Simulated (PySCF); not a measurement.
Input for PySCF: R-MP2/6-31G* on H2O (SMILES O) with ghost functions.

```python
from pyscf import gto, scf, dft, mp
from pyscf.data.elements import chemcore

mol = gto.M(
    atom='''
    O    -1.18663193    0.19324771    2.91138082
    H    -0.87964292    0.23790868    3.82208480
    H    -0.39314488    0.31460588    2.36280441
    ghost-C   -0.89416439    1.69410587   -0.20739339
    ghost-Se    0.59857725    0.44933573    0.06816918
    ghost-C   -0.43148371   -1.20351071   -0.17863480
    ghost-H   -1.66101380    1.51309350    0.54170218
    ghost-H   -0.49389250    2.69885104   -0.09093413
    ghost-H   -1.29244608    1.57289240   -1.21206378
    ghost-H   -1.21790498   -1.25642454    0.57019856
    ghost-H    0.26169880   -2.03116262   -0.04553532
    ghost-H   -0.84589694   -1.23098117   -1.18372368
    ''',
    basis='6-31g*',
    cart=True,
    charge=0, spin=0, verbose=3, max_memory=1800)
mf = scf.RHF(mol)
mf.conv_tol = 1e-8
mf.max_cycle = 100
mf.kernel()
if not mf.converged:
    mf = mf.newton().run(mf.mo_coeff, mf.mo_occ)
pt = mp.MP2(mf, frozen=chemcore(mol)).run()
```

It printed:

```
converged SCF energy = -76.0114922209667
E(RMP2) = -76.1995233231564  E_corr = -0.188031102189711
E(SCS-RMP2) = -76.1954003083312  E_corr = -0.183908087364511
```

Self-consistency was reached.

Cost: roughly 1.2 core-seconds.
